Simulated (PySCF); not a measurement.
CH₄F₂GeO, SMILES C[O][GeH]([F])[F].

The structure is a stationary point at B3LYP-D3(BJ)/def2-SVP. The structure was generated by enumeration, and PubChem lists no compound with its InChIKey, so it may never have been made. The values are those of a single conformer.

Two levels are set side by side: TDA-PBE/def2-SVPD (PySCF) and TDA-B3LYP/def2-SVPD (PySCF). Vertical, same geometry. The lowest singlet is HOMO→LUMO 99 % with PBE and HOMO→LUMO 98 % with the other functional; states are paired by order. Differences are taken from unrounded values.

```json
[
 {"quantity": "lowest singlet excitation (eV)", "TDA-B3LYP": "6.85", "TDA-PBE": "6.06", "TDA-PBE minus TDA-B3LYP": "-0.79"},
 {"quantity": "lowest triplet excitation (TDA) (eV)", "TDA-B3LYP": "6.47", "TDA-PBE": "5.78", "TDA-PBE minus TDA-B3LYP": "-0.69"},
 {"quantity": "first bright state (f over 0.05) (eV)", "TDA-B3LYP": "8.06", "TDA-PBE": "7.29", "TDA-PBE minus TDA-B3LYP": "-0.78"},
 {"quantity": "its oscillator strength", "TDA-B3LYP": "0.09", "TDA-PBE": "0.09", "TDA-PBE minus TDA-B3LYP": "0.00"}
]
```

A lower first singlet is the usual sign of a functional without exact exchange. Differences between two approximate levels are no errors against the true value.

Rough cost on one machine, each run with all the roots and properties that it gave: TDA-B3LYP against TDA-PBE about 3 times.
